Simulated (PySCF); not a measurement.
## Radial density of Zn (zinc, neutral)

UHF, [Ar] 3d10 4s1 4p1, high-spin 3P determinant (an excited configuration). Computed with PySCF 2.14 in x2c-TZVPPall with one added diffuse shell each of s, p, d, f type (7s6p5d3f1g, 80 functions), with scalar relativity by spin-free X2C-1e.

```json
{"r (bohr)": "0.000823", "4πr²ρ (e/bohr)": "0.2382", "4πr²(ρα − ρβ)": "0.0001"}
{"r (bohr)": "0.00138", "4πr²ρ (e/bohr)": "0.5954", "4πr²(ρα − ρβ)": "0.0002"}
{"r (bohr)": "0.00233", "4πr²ρ (e/bohr)": "1.477", "4πr²(ρα − ρβ)": "0.0005"}
{"r (bohr)": "0.00392", "4πr²ρ (e/bohr)": "3.548", "4πr²(ρα − ρβ)": "0.0011"}
{"r (bohr)": "0.00659", "4πr²ρ (e/bohr)": "8.015", "4πr²(ρα − ρβ)": "0.0025"}
{"r (bohr)": "0.0111", "4πr²ρ (e/bohr)": "16.35", "4πr²(ρα − ρβ)": "0.0049"}
{"r (bohr)": "0.0186", "4πr²ρ (e/bohr)": "28.13", "4πr²(ρα − ρβ)": "0.0077"}
{"r (bohr)": "0.0313", "4πr²ρ (e/bohr)": "36.47", "4πr²(ρα − ρβ)": "0.0080"}
{"r (bohr)": "0.0527", "4πr²ρ (e/bohr)": "32.67", "4πr²(ρα − ρβ)": "0.0037"}
{"r (bohr)": "0.0887", "4πr²ρ (e/bohr)": "30.26", "4πr²(ρα − ρβ)": "0.0100"}
{"r (bohr)": "0.149", "4πr²ρ (e/bohr)": "41.77", "4πr²(ρα − ρβ)": "0.0214"}
{"r (bohr)": "0.251", "4πr²ρ (e/bohr)": "28.41", "4πr²(ρα − ρβ)": "-0.0387"}
{"r (bohr)": "0.422", "4πr²ρ (e/bohr)": "20.76", "4πr²(ρα − ρβ)": "-0.0304"}
{"r (bohr)": "0.710", "4πr²ρ (e/bohr)": "22.15", "4πr²(ρα − ρβ)": "-0.0546"}
{"r (bohr)": "1.19", "4πr²ρ (e/bohr)": "6.780", "4πr²(ρα − ρβ)": "0.1430"}
{"r (bohr)": "2.01", "4πr²ρ (e/bohr)": "1.382", "4πr²(ρα − ρβ)": "0.6569"}
{"r (bohr)": "3.38", "4πr²ρ (e/bohr)": "0.5470", "4πr²(ρα − ρβ)": "0.5197"}
{"r (bohr)": "5.68", "4πr²ρ (e/bohr)": "0.1112", "4πr²(ρα − ρβ)": "0.1111"}
{"r (bohr)": "9.56", "4πr²ρ (e/bohr)": "0.002409", "4πr²(ρα − ρβ)": "0.0024"}
```

Densities and radii are taken from the X2C orbitals without a picture-change correction, which distorts them close to the nucleus.

(1) Where is the radial spin density 4πr²(ρα − ρβ) most negative, and why is it negative at all?

Answers

(1) Around r = 0.710 bohr, down to -0.0546 e/bohr: exchange with the open shell polarises the paired shells in an unrestricted calculation.
